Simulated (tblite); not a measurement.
C4H17NSi3.
Atom-mapped SMILES: `[CH3:1][N:2]([CH3:3])[SiH2:4][SiH2:5][CH2:6][CH2:7][SiH3:8]` (hydrogens: H9, H10, H11 on C1; H12, H13, H14 on C3; H15, H16 on Si4; H17, H18 on Si5; H19, H20 on C6; H21, H22 on C7; H23, H24, H25 on Si8)

A start from a force field or distance geometry was refined with GFN2-xTB geometry optimisation, gas phase (tblite 0.8.0). Values at the start:

```
   coordinate    start
        C1–N2  1.427 Å
        C1–H9  1.132 Å
       C1–H11  1.098 Å
       N2–Si4  1.759 Å
      Si4–Si5  2.232 Å
      Si4–H15  1.454 Å
      Si4–H16  1.462 Å
       Si5–C6  1.851 Å
      Si5–H17  1.471 Å
        C6–C7  1.527 Å
       C6–H19  1.110 Å
       C7–Si8  1.849 Å
       C7–H21  1.108 Å
      Si8–H23  1.477 Å
     C1–N2–C3   116.4°
    C1–N2–Si4   117.2°
   N2–Si4–Si5   111.0°
    C3–N2–Si4   117.4°
   Si4–Si5–C6   113.1°
    Si5–C6–C7   111.8°
    C6–C7–Si8   112.8°
C1–N2–Si4–Si5      63°
Si4–Si5–C6–C7    -120°
Si5–C6–C7–Si8     180°
```

Question: How do these coordinates change at the GFN2-xTB level?

Answer: 
| coordinate | GFN2-xTB (Å or °) | change |
| --- | --- | --- |
| Si4–Si5 | 2.302 | +0.070 |
| Si5–C6 | 1.909 | +0.058 |
| C7–Si8 | 1.901 | +0.052 |
| C1–H9 | 1.088 | -0.044 |
| N2–Si4 | 1.723 | -0.036 |
| Si4–H15 | 1.484 | +0.030 |
| C6–H19 | 1.093 | -0.017 |
| C7–H21 | 1.092 | -0.016 |
| C1–N2 | 1.440 | +0.013 |
| Si8–H23 | 1.466 | -0.011 |
| Si4–H16 | 1.470 | +0.008 |
| Si5–H17 | 1.474 | +0.003 |
| C6–C7 | 1.528 | +0.001 |
| C1–H11 | 1.098 | 0.000 |
| C1–N2–Si4 | 122.4 | +5.2 |
| C1–N2–C3 | 112.0 | -4.4 |
| C3–N2–Si4 | 120.5 | +3.1 |
| N2–Si4–Si5 | 109.4 | -1.6 |
| Si4–Si5–C6 | 111.6 | -1.5 |
| Si5–C6–C7 | 113.0 | +1.2 |
| C6–C7–Si8 | 112.5 | -0.3 |
| Si4–Si5–C6–C7 | -176 | -56 |
| C1–N2–Si4–Si5 | 41 | -22 |
| Si5–C6–C7–Si8 | -177 | +3 |

The energy falls by 0.704 eV over 227 L-BFGS steps, the largest force on an atom goes from 1.92 to 0.010 eV/Å, and the atoms move by 0.743 Å rms after alignment. The bond that changes most is Si4–Si5 (both ends SiH2 silicon), which lengthens by 0.070 Å. Bonds longer at the end by more than 0.005 Å: 7 of 24; shorter: 14. Among the dihedrals that turn most is H17–Si5–C6–H20, from -6° to -65°. Rotational constants go from 2713, 393.6, 369.6 to 2532, 386.0, 357.3 MHz.

On an Arm Neoverse V1 with one thread, shared host with 32 logical CPUs at a one-minute load of 29, this took 2.8 s of wall time.

Its GFN2-xTB frequencies are all real (lowest 27 cm⁻¹). The numbers are those of one conformer. 3 starts were optimised and ended at 0.00, 0.00 and 0.60 kcal/mol (GFN2-xTB); the lowest of these is shown.

The numbers are calculated, not measured.
